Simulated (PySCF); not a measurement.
These are B3LYP-D3(BJ)/def2-TZVP // PBE0-D3(BJ)/def2-TZVP (PySCF) values and carry that method's errors. Isolated molecules, 0 K electronic values unless said otherwise. One relaxed conformer stands for a flexible species; it need not be the lowest. B3LYP has the VWN-RPA correlation part, as in Gaussian. Delta-SCF ions had no search for a lower state. Excitations are Tamm–Dancoff values on a coarser integration grid. The basis has no diffuse functions, so Rydberg states are missing or too high.

Reference species (SMILES): `CB(C)C` (neutral, multiplicity 1).

```yaml
HOMO–LUMO gap: 7.95 eV
HOMO: -8.30 eV
vertical ionisation energy (Delta-SCF): 10.63 eV
T1 excitation (TDA): 5.96 eV
```

After one change: the HOMO–LUMO gap goes up by 1.23 eV; the HOMO drops by 0.61 eV; the vertical ionisation energy (Delta-SCF) increases by 1.12 eV; the T1 excitation (TDA) increases by 1.81 eV.

Problem. What was changed between the two runs? The new species is one of these.
(A) `CB(O)O` (O–B–O–H torsion 0°, O–B–O–H torsion 180°)
(B) `CB(C)O` (C–B–O–H torsion 178°)
(C) `OB(O)O`

Solution. A, `CB(O)O` (O–B–O–H torsion 0°, O–B–O–H torsion 180°)
